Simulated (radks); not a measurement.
Species: Cu VI. Configuration: [Ar] 3d6. Method: scalar-relativistic Kohn-Sham, PBE, spin-polarised, spherical densities, point nucleus; open shells are filled with parallel spins first; computed with a radial shooting solver on a logarithmic mesh with Libxc functionals. Some entries of the table are withheld. Estimate them.

orbital,occ.,eigenvalue (hartree),<r> (bohr)
1s down,1,-328.8778,0.05214
1s up,1,-328.8776,0.05214
2s up,1,-42.78178,0.2353
2s down,1,-42.66974,0.2349
2p up,3,-37.41484,(1)
2p down,3,-37.33075,(2)
3s up,1,-7.77064,0.6904
3s down,1,-7.56034,0.6936
3p up,3,(3),(4)
3p down,3,(5),(6)
3d up,5,-3.58842,0.7576
3d down,1,-3.38208,0.7733

Answer. 
(1) 2p up <r> (bohr): 0.2066
(2) 2p down <r> (bohr): 0.2062
(3) 3p up eigenvalue (hartree): -6.17279
(4) 3p up <r> (bohr): 0.7121
(5) 3p down eigenvalue (hartree): -5.96570
(6) 3p down <r> (bohr): 0.7170
